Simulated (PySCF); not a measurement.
Work out the structure from these simulated measurements.

Formula: C4H4N4O.

| Item | Value |
| --- | --- |
| 13C NMR | chemical shifts (computed TMS as zero) by class: 168.2 (1 C), 119.0 (1 C), 103.9 (1 C), 61.3 (1 C) ppm [GIAO PBE0/pcSseg-1] |
| Dipole | 6.12 D [PBE0/def2-SVPD] |
| Rotational structure | rotational constants A, B, C: 2.336, 1.820, 1.030 GHz [GFN2-xTB] |
| Polarisability | 74.1 au [PBE0/def2-SVPD] |
| Couplings | largest of the computed one-bond spin–spin couplings (means over like bonds): 13C–1H +153.0 (×3), 15N–1H -113.4 Hz [B3LYP/pcJ-1, spin–dipole term left out] |
| UV, first state | lowest singlet excitation: 5.76 eV (215 nm, f = 0.010) [TDDFT PBE0/def2-SVPD] |
| NMR, other nuclei | isotropic shieldings of nuclei other than C and H, by class: -133 (1 N), -115 (1 N), -59 (1 N), 31 (1 N), 239 (1 O) ppm [GIAO PBE0/pcSseg-1] |

Electronic properties: PySCF, gas phase, density fitting. Levels stand in brackets. The structure is a single GFN2-xTB conformer in the gas phase; no vibrational or solvent corrections. NMR values are class means; diastereotopic atoms form classes of their own.

Task: Give a SMILES that accounts for the data.

Result: Numbering: `[CH3:1][O:2][c:3]1[nH:4][n:5][n:6][c:7]1[C:8]#[N:9]`. Its formula, C4H4N4O, gives 5 degrees of unsaturation: 1 ring and 4 π bonds in the structure found (Kekulé form). 4 carbons fall into 4 classes; from least to most shielded: aromatic carbon bearing oxygen [C3] (168.2 ppm), nitrile carbon [C8] (119.0 ppm), substituted aromatic carbon [C7] (103.9 ppm), methoxy carbon [C1] (61.3 ppm). The other shieldings belong to: -133 ppm, pyridine-type nitrogen [N6]; -115 ppm, pyridine-type nitrogen [N5]; -59 ppm, nitrile nitrogen [N9]; 31 ppm, pyrrole-type nitrogen [N4]; 239 ppm, aryl ether oxygen [O2]. The couplings run between: +153.0 Hz, methoxy carbon [C1] and its hydrogen (with 2 like pairs); -113.4 Hz, pyrrole-type nitrogen [N4] and its hydrogen. S1 is mainly HOMO−1→LUMO+1 (weight 0.99); the largest Löwdin shares of the orbital it empties are 0.43 on a pyridine-type nitrogen, 0.30 on a pyridine-type nitrogen, 0.09 on the substituted aromatic carbon and 0.09 on the pyrrole-type nitrogen, of the orbital it fills 0.34 on a pyridine-type nitrogen, 0.30 on a pyridine-type nitrogen, 0.14 on the pyrrole-type nitrogen and 0.06 on the aromatic carbon bearing oxygen. The optimised geometry has point group Cs and is an asymmetric top. Structure: `COc1[nH]nnc1C#N`. The assignments are read from this structure; whether some other isomer fits the data as well wasn't checked.

Shape of the structure used: `[CH3:1][O:2][c:3]1[nH:4][n:5][n:6][c:7]1[C:8]#[N:9]`: C1–O2–C3–N4 180°.
